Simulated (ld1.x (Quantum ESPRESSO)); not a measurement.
**u(r) = r·R(r): atom against pseudo-atom (chlorine (Cl))**

Columns: radius, all-electron u(r) and pseudo u(r) of the 3p shell (level -8.71 eV) of chlorine in the configuration [Ne] 3s2 3p5; LDA (PZ), scalar-relativistic, TM scheme, ld1.x (Quantum ESPRESSO) 7.5.

```
r (bohr)  all-electron   pseudo
   0.057        0.0905  -0.0043
   0.115        0.2296  -0.0172
   0.172        0.3253  -0.0376
   0.230        0.3635  -0.0654
   0.288        0.3489  -0.0990
   0.345        0.2961  -0.1361
   0.402        0.2179  -0.1760
   0.460        0.1228  -0.2183
   0.518        0.0205  -0.2613
   0.575       -0.0812  -0.3040
   0.632       -0.1798  -0.3469
   0.690       -0.2743  -0.3912
   0.747       -0.3596  -0.4357
   0.805       -0.4378  -0.4821
   0.862       -0.5057  -0.5283
   0.920       -0.5657  -0.5750
   0.977       -0.6160  -0.6189
   1.035       -0.6588  -0.6593
   1.092       -0.6932  -0.6932
   1.150       -0.7209  -0.7209
   1.208       -0.7419  -0.7419
   1.265       -0.7567  -0.7567
   1.322       -0.7664  -0.7664
   1.380       -0.7716  -0.7716
   1.438       -0.7726  -0.7726
   1.495       -0.7701  -0.7701
```

Q: How many radial nodes do the two functions have?

A: The all-electron 3p function has n − l − 1 = 1; the pseudo-wave has 0, since the states of the same l below it are removed with the core.

Q: At about which radius was the pseudo-wave matched?

A: 1.15 bohr. The columns agree to 0.0005 from 1.03 bohr on; several derivatives are matched, so the curves merge somewhat inside the radius.

Q: Is the pseudo-wave norm-conserving?

A: Yes: the TM scheme keeps the norm inside the radius equal to the all-electron one, which fixes the energy derivative of the logarithmic derivative at the level.
